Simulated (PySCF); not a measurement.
Xenon: a sound run and one with changed settings

Sound run: Xe⁺ [Kr] 4d10 5s2 5p5, Xe²⁺ [Kr] 4d10 5s2 5p4. Computed with PySCF 2.14 in def2-TZVP with the def2 core potential (28 electrons), with scalar relativity through the core potential. The sound run starts from symmetry-adapted Hartree-Fock orbitals and uses a fine grid where one is needed.

Changed run: radial step 0.5 in ln r (0.13 in the sound run). This setting is unsound on purpose.

| species | method | sound run (hartree) | changed run (hartree) | converged |
| --- | --- | --- | --- | --- |
| Xe⁺ | UHF | -327.87704 | -327.87704 | yes |
| Xe⁺ | r2SCAN | -329.03036 | -329.06727 | yes |
| Xe⁺ | MN15 | -328.10949 | -328.71332 | yes |
| Xe²⁺ | UHF | -327.13922 | -327.13922 | yes |
| Xe²⁺ | r2SCAN | -328.25425 | -328.28600 | yes |
| Xe²⁺ | MN15 | -327.34158 | -327.93929 | yes |

Ionisation energy of Xe⁺:

| method | sound run (eV) | changed run (eV) |
| --- | --- | --- |
| UHF | 20.077 | 20.077 |
| r2SCAN | 21.119 | 21.260 |
| MN15 | 20.896 | 21.062 |

A coarse radial grid mis-integrates the density and the exchange-correlation energy, with errors of either sign; Hartree-Fock needs no grid.

For comparison, NIST gives 20.975 eV between the lowest levels.
